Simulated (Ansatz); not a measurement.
# Molecular dynamics of Cl2F2H3OTa

Input:

```yaml
crystal:
  periodic: [false, false, false]
  atoms:
    - { symbol: Ta, position_ang: [-0.199729, -0.277246, -0.159024] }
    - { symbol: F, position_ang: [1.87692, 0.227276, -0.230975] }
    - { symbol: O, position_ang: [0.088878, -0.662653, 1.62823] }
    - { symbol: H, position_ang: [0.419471, -1.024231, 2.43447] }
    - { symbol: Cl, position_ang: [-0.088971, -0.26233, -2.514111] }
    - { symbol: F, position_ang: [-0.52518, 1.539597, 0.015516] }
    - { symbol: Cl, position_ang: [-2.25927, -1.33403, -0.185649] }
    - { symbol: H, position_ang: [1.104031, -1.692645, -0.414839] }
    - { symbol: H, position_ang: [1.749253, -0.899637, -0.36472] }
basis:
  gaussian: { orbitals: def2-SVP }
hamiltonian:
  xc: hf
md:
  timestep: 0.5
  n_steps: 200
  ensemble: nve
  temperature: 100.0
  initial_velocities: maxwell_boltzmann
  seed: 2305
```

Launched with:

```bash
$ ansatz run input.yaml --threads 2 --pin off --max-ram 3072MiB --backend cpu --events-out ev --progress --plain --runs-dir out
```

It starts at the highest image of a converged band. Of that band: The profile has 2 maxima (images 2, 5) with wells between them (image 3): this band takes more than one step, which may be the mechanism or a detour left from its start path. Neighbouring images differ by up to 1.7 eV, so the band resolves the path poorly. A vibrational analysis at the climbing image gives one clearly imaginary mode, 1550i cm⁻¹: a first-order saddle point.

Output, in part (one step line in 3, the closing report, with atoms numbered from 0):

```
md step     0: t =     0.00 fs  T =   100.0 K  F+E_penalty+E_count = -34029.25855739 eV  E_kin = 0.090482 eV  conserved = -34029.16807539 eV  (39 SCF iters)
md step     3: t =     1.50 fs  T =    87.1 K  F+E_penalty+E_count = -34029.24653507 eV  E_kin = 0.078810 eV  conserved = -34029.16772465 eV  (42 SCF iters)
md step     6: t =     3.00 fs  T =    81.9 K  F+E_penalty+E_count = -34029.24189485 eV  E_kin = 0.074096 eV  conserved = -34029.16779902 eV  (41 SCF iters)
md step     9: t =     4.50 fs  T =    79.1 K  F+E_penalty+E_count = -34029.23953429 eV  E_kin = 0.071612 eV  conserved = -34029.16792240 eV  (41 SCF iters)
md step    12: t =     6.00 fs  T =    72.1 K  F+E_penalty+E_count = -34029.23273909 eV  E_kin = 0.065205 eV  conserved = -34029.16753410 eV  (42 SCF iters)
md step    15: t =     7.50 fs  T =    97.7 K  F+E_penalty+E_count = -34029.25629119 eV  E_kin = 0.088418 eV  conserved = -34029.16787291 eV  (42 SCF iters)
md step    18: t =     9.00 fs  T =   129.5 K  F+E_penalty+E_count = -34029.28477014 eV  E_kin = 0.117176 eV  conserved = -34029.16759398 eV  (39 SCF iters)
md step    21: t =    10.50 fs  T =   196.4 K  F+E_penalty+E_count = -34029.34539036 eV  E_kin = 0.177747 eV  conserved = -34029.16764343 eV  (41 SCF iters)
md step    24: t =    12.00 fs  T =   300.3 K  F+E_penalty+E_count = -34029.43979210 eV  E_kin = 0.271686 eV  conserved = -34029.16810643 eV  (40 SCF iters)
md step    27: t =    13.50 fs  T =   430.3 K  F+E_penalty+E_count = -34029.55656118 eV  E_kin = 0.389381 eV  conserved = -34029.16717977 eV  (41 SCF iters)
md step    30: t =    15.00 fs  T =   675.3 K  F+E_penalty+E_count = -34029.77963416 eV  E_kin = 0.611070 eV  conserved = -34029.16856448 eV  (41 SCF iters)
md step    33: t =    16.50 fs  T =   891.1 K  F+E_penalty+E_count = -34029.97467075 eV  E_kin = 0.806312 eV  conserved = -34029.16835850 eV  (41 SCF iters)
md step    36: t =    18.00 fs  T =  1074.6 K  F+E_penalty+E_count = -34030.14008325 eV  E_kin = 0.972354 eV  conserved = -34029.16772897 eV  (41 SCF iters)
md step    39: t =    19.50 fs  T =  1280.5 K  F+E_penalty+E_count = -34030.32772109 eV  E_kin = 1.158585 eV  conserved = -34029.16913642 eV  (41 SCF iters)
md step    42: t =    21.00 fs  T =  1384.7 K  F+E_penalty+E_count = -34030.42046484 eV  E_kin = 1.252887 eV  conserved = -34029.16757796 eV  (41 SCF iters)
md step    45: t =    22.50 fs  T =  1520.2 K  F+E_penalty+E_count = -34030.54424017 eV  E_kin = 1.375486 eV  conserved = -34029.16875435 eV  (41 SCF iters)
md step    48: t =    24.00 fs  T =  1597.3 K  F+E_penalty+E_count = -34030.61355477 eV  E_kin = 1.445275 eV  conserved = -34029.16827986 eV  (41 SCF iters)
md step    51: t =    25.50 fs  T =  1643.4 K  F+E_penalty+E_count = -34030.65465727 eV  E_kin = 1.487005 eV  conserved = -34029.16765258 eV  (41 SCF iters)
md step    54: t =    27.00 fs  T =  1720.5 K  F+E_penalty+E_count = -34030.72581570 eV  E_kin = 1.556756 eV  conserved = -34029.16905967 eV  (42 SCF iters)
md step    57: t =    28.50 fs  T =  1704.1 K  F+E_penalty+E_count = -34030.70950369 eV  E_kin = 1.541933 eV  conserved = -34029.16757031 eV  (42 SCF iters)
md step    60: t =    30.00 fs  T =  1710.7 K  F+E_penalty+E_count = -34030.71671822 eV  E_kin = 1.547886 eV  conserved = -34029.16883186 eV  (42 SCF iters)
md step    63: t =    31.50 fs  T =  1647.1 K  F+E_penalty+E_count = -34030.65854592 eV  E_kin = 1.490344 eV  conserved = -34029.16820146 eV  (41 SCF iters)
md step    66: t =    33.00 fs  T =  1562.8 K  F+E_penalty+E_count = -34030.58184421 eV  E_kin = 1.414021 eV  conserved = -34029.16782289 eV  (42 SCF iters)
md step    69: t =    34.50 fs  T =  1499.8 K  F+E_penalty+E_count = -34030.52582664 eV  E_kin = 1.357091 eV  conserved = -34029.16873612 eV  (40 SCF iters)
md step    72: t =    36.00 fs  T =  1395.5 K  F+E_penalty+E_count = -34030.42996422 eV  E_kin = 1.262634 eV  conserved = -34029.16732998 eV  (41 SCF iters)
md step    75: t =    37.50 fs  T =  1365.7 K  F+E_penalty+E_count = -34030.40409865 eV  E_kin = 1.235745 eV  conserved = -34029.16835329 eV  (41 SCF iters)
md step    78: t =    39.00 fs  T =  1341.6 K  F+E_penalty+E_count = -34030.38147026 eV  E_kin = 1.213911 eV  conserved = -34029.16755965 eV  (40 SCF iters)
md step    81: t =    40.50 fs  T =  1390.7 K  F+E_penalty+E_count = -34030.42615850 eV  E_kin = 1.258373 eV  conserved = -34029.16778512 eV  (41 SCF iters)
md step    84: t =    42.00 fs  T =  1483.7 K  F+E_penalty+E_count = -34030.51086447 eV  E_kin = 1.342479 eV  conserved = -34029.16838564 eV  (39 SCF iters)
md step    87: t =    43.50 fs  T =  1572.9 K  F+E_penalty+E_count = -34030.59096447 eV  E_kin = 1.423192 eV  conserved = -34029.16777284 eV  (41 SCF iters)
md step    90: t =    45.00 fs  T =  1686.6 K  F+E_penalty+E_count = -34030.69479194 eV  E_kin = 1.526077 eV  conserved = -34029.16871541 eV  (40 SCF iters)
md step    93: t =    46.50 fs  T =  1739.8 K  F+E_penalty+E_count = -34030.74210733 eV  E_kin = 1.574231 eV  conserved = -34029.16787588 eV  (40 SCF iters)
md step    96: t =    48.00 fs  T =  1804.5 K  F+E_penalty+E_count = -34030.80126927 eV  E_kin = 1.632714 eV  conserved = -34029.16855550 eV  (41 SCF iters)
md step    99: t =    49.50 fs  T =  1809.4 K  F+E_penalty+E_count = -34030.80544678 eV  E_kin = 1.637209 eV  conserved = -34029.16823797 eV  (41 SCF iters)
md step   102: t =    51.00 fs  T =  1798.8 K  F+E_penalty+E_count = -34030.79576512 eV  E_kin = 1.627631 eV  conserved = -34029.16813441 eV  (42 SCF iters)
md step   105: t =    52.50 fs  T =  1775.8 K  F+E_penalty+E_count = -34030.77529733 eV  E_kin = 1.606809 eV  conserved = -34029.16848866 eV  (40 SCF iters)
md step   108: t =    54.00 fs  T =  1708.3 K  F+E_penalty+E_count = -34030.71317225 eV  E_kin = 1.545669 eV  conserved = -34029.16750356 eV  (43 SCF iters)
md step   111: t =    55.50 fs  T =  1693.4 K  F+E_penalty+E_count = -34030.70087713 eV  E_kin = 1.532228 eV  conserved = -34029.16864944 eV  (43 SCF iters)
md step   114: t =    57.00 fs  T =  1624.3 K  F+E_penalty+E_count = -34030.63730927 eV  E_kin = 1.469722 eV  conserved = -34029.16758756 eV  (42 SCF iters)
md step   117: t =    58.50 fs  T =  1605.8 K  F+E_penalty+E_count = -34030.62121366 eV  E_kin = 1.452955 eV  conserved = -34029.16825821 eV  (41 SCF iters)
md step   120: t =    60.00 fs  T =  1581.9 K  F+E_penalty+E_count = -34030.59953774 eV  E_kin = 1.431325 eV  conserved = -34029.16821322 eV  (41 SCF iters)
md step   123: t =    61.50 fs  T =  1543.6 K  F+E_penalty+E_count = -34030.56404135 eV  E_kin = 1.396709 eV  conserved = -34029.16733223 eV  (40 SCF iters)
md step   126: t =    63.00 fs  T =  1576.2 K  F+E_penalty+E_count = -34030.59500290 eV  E_kin = 1.426164 eV  conserved = -34029.16883866 eV  (69 SCF iters)
md step   129: t =    64.50 fs  T =  1545.8 K  F+E_penalty+E_count = -34030.56595557 eV  E_kin = 1.398708 eV  conserved = -34029.16724730 eV  (43 SCF iters)
md step   132: t =    66.00 fs  T =  1592.4 K  F+E_penalty+E_count = -34030.60930160 eV  E_kin = 1.440815 eV  conserved = -34029.16848628 eV  (41 SCF iters)
md step   135: t =    67.50 fs  T =  1618.9 K  F+E_penalty+E_count = -34030.63292243 eV  E_kin = 1.464858 eV  conserved = -34029.16806427 eV  (41 SCF iters)
md step   138: t =    69.00 fs  T =  1644.5 K  F+E_penalty+E_count = -34030.65539885 eV  E_kin = 1.488003 eV  conserved = -34029.16739611 eV  (42 SCF iters)
md step   141: t =    70.50 fs  T =  1729.9 K  F+E_penalty+E_count = -34030.73415046 eV  E_kin = 1.565219 eV  conserved = -34029.16893100 eV  (42 SCF iters)
md step   144: t =    72.00 fs  T =  1746.5 K  F+E_penalty+E_count = -34030.74747927 eV  E_kin = 1.580271 eV  conserved = -34029.16720856 eV  (42 SCF iters)
md step   147: t =    73.50 fs  T =  1832.8 K  F+E_penalty+E_count = -34030.82703334 eV  E_kin = 1.658319 eV  conserved = -34029.16871412 eV  (41 SCF iters)
md step   150: t =    75.00 fs  T =  1870.9 K  F+E_penalty+E_count = -34030.86089613 eV  E_kin = 1.692829 eV  conserved = -34029.16806693 eV  (41 SCF iters)
md step   153: t =    76.50 fs  T =  1899.8 K  F+E_penalty+E_count = -34030.88679891 eV  E_kin = 1.718971 eV  conserved = -34029.16782770 eV  (41 SCF iters)
md step   156: t =    78.00 fs  T =  1935.4 K  F+E_penalty+E_count = -34030.92019441 eV  E_kin = 1.751180 eV  conserved = -34029.16901403 eV  (40 SCF iters)
md step   159: t =    79.50 fs  T =  1885.6 K  F+E_penalty+E_count = -34030.87369652 eV  E_kin = 1.706104 eV  conserved = -34029.16759257 eV  (40 SCF iters)
md step   162: t =    81.00 fs  T =  1857.4 K  F+E_penalty+E_count = -34030.84946864 eV  E_kin = 1.680604 eV  conserved = -34029.16886507 eV  (40 SCF iters)
md step   165: t =    82.50 fs  T =  1756.3 K  F+E_penalty+E_count = -34030.75706501 eV  E_kin = 1.589132 eV  conserved = -34029.16793340 eV  (41 SCF iters)
md step   168: t =    84.00 fs  T =  1662.7 K  F+E_penalty+E_count = -34030.67251463 eV  E_kin = 1.504450 eV  conserved = -34029.16806467 eV  (41 SCF iters)
md step   171: t =    85.50 fs  T =  1568.7 K  F+E_penalty+E_count = -34030.58773497 eV  E_kin = 1.419386 eV  conserved = -34029.16834884 eV  (40 SCF iters)
md step   174: t =    87.00 fs  T =  1474.2 K  F+E_penalty+E_count = -34030.50141979 eV  E_kin = 1.333904 eV  conserved = -34029.16751577 eV  (42 SCF iters)
md step   177: t =    88.50 fs  T =  1444.5 K  F+E_penalty+E_count = -34030.47525146 eV  E_kin = 1.306976 eV  conserved = -34029.16827563 eV  (40 SCF iters)
md step   180: t =    90.00 fs  T =  1421.1 K  F+E_penalty+E_count = -34030.45324156 eV  E_kin = 1.285868 eV  conserved = -34029.16737368 eV  (41 SCF iters)
md step   183: t =    91.50 fs  T =  1482.3 K  F+E_penalty+E_count = -34030.50949712 eV  E_kin = 1.341196 eV  conserved = -34029.16830108 eV  (39 SCF iters)
md step   186: t =    93.00 fs  T =  1534.1 K  F+E_penalty+E_count = -34030.55601466 eV  E_kin = 1.388076 eV  conserved = -34029.16793894 eV  (41 SCF iters)
md step   189: t =    94.50 fs  T =  1611.7 K  F+E_penalty+E_count = -34030.62650993 eV  E_kin = 1.458275 eV  conserved = -34029.16823451 eV  (41 SCF iters)
md step   192: t =    96.00 fs  T =  1677.8 K  F+E_penalty+E_count = -34030.68657996 eV  E_kin = 1.518075 eV  conserved = -34029.16850542 eV  (41 SCF iters)
md step   195: t =    97.50 fs  T =  1697.3 K  F+E_penalty+E_count = -34030.70340467 eV  E_kin = 1.535780 eV  conserved = -34029.16762429 eV  (40 SCF iters)
md step   198: t =    99.00 fs  T =  1751.4 K  F+E_penalty+E_count = -34030.75367558 eV  E_kin = 1.584744 eV  conserved = -34029.16893165 eV  (40 SCF iters)
md step   200: t =   100.00 fs  T =  1736.8 K  F+E_penalty+E_count = -34030.73991986 eV  E_kin = 1.571518 eV  conserved = -34029.16840147 eV  (41 SCF iters)
Total energy: -34030.73991986 eV, -1250.6066251909 hartree
Atom 0 at    -0.173385    -0.054338    -0.151097 Å, force     0.537776    -1.939194     0.719371 eV/Å
Atom 1 at     1.706182     0.148514    -0.278578 Å, force    -0.781268     0.701262     0.039670 eV/Å
Atom 2 at     0.270829    -1.119066     1.369852 Å, force    -0.101607     1.858702    -1.264022 eV/Å
Atom 3 at     0.058606    -1.976970     1.667346 Å, force    -0.340578    -0.750217     0.361798 eV/Å
Atom 4 at    -0.016082    -0.548232    -2.447955 Å, force     0.003487     0.436034     0.264159 eV/Å
Atom 5 at    -1.077642     1.531792     0.272241 Å, force     0.837041    -0.475760    -0.182030 eV/Å
Atom 6 at    -2.084048    -1.439410    -0.241979 Å, force    -0.154822     0.169274     0.061202 eV/Å
Atom 7 at     0.249211    -9.146043    -0.806356 Å, force    -0.004693     0.895902     0.009827 eV/Å
Atom 8 at     0.252886    -9.871445    -0.815040 Å, force     0.004664    -0.896004    -0.009976 eV/Å
Dipole moment:    -0.012059    -0.080054     0.339407 e Å
```

The run went to its last step. The conserved energy stayed within 0.12 meV per atom of its start (net change -0.036 meV per atom), so the integration is sound. The kinetic energy rose, since the run started high on the potential surface and went downhill. It ends in pieces (Cl2F2HOTa + H2), so much of that is their flight and rotation, not heat. A run of 0.1 ps of so small a system gives no equilibrium averages. The orbitals stay closed-shell, which can raise the energy where a bond breaks towards radicals; this wasn't checked here.

Between its relaxed ends the band would form Ta1–H8, F2–H9 and break H8–H9. These pairs go: Ta1–H8 1.94 → 9.13 Å, F2–H9 1.14 → 10.14 Å, H8–H9 1.02 → 0.73 Å. In the last frame they stand as before the step (other bonds may differ from the relaxed reactants and products). Also parted: Ta1–H9 2.06 → 9.85 Å. It ends as Cl2F2HOTa + H2. Pairs count as bonded within 1.25 times the sum of covalent radii (0.12 Å more for H–H).

Last frame:

```xyz
9
Properties=species:S:1:pos:R:3
Ta -0.173 -0.054 -0.151
F 1.706 0.148 -0.279
O 0.271 -1.119 1.370
H 0.059 -1.977 1.667
Cl -0.016 -0.548 -2.448
F -1.078 1.532 0.272
Cl -2.084 -1.439 -0.242
H 0.249 -9.146 -0.806
H 0.253 -9.871 -0.815
```

The run took 5.9 min on 2 threads of Arm Neoverse V2, with other jobs on the host, peak memory 0.31 GiB.
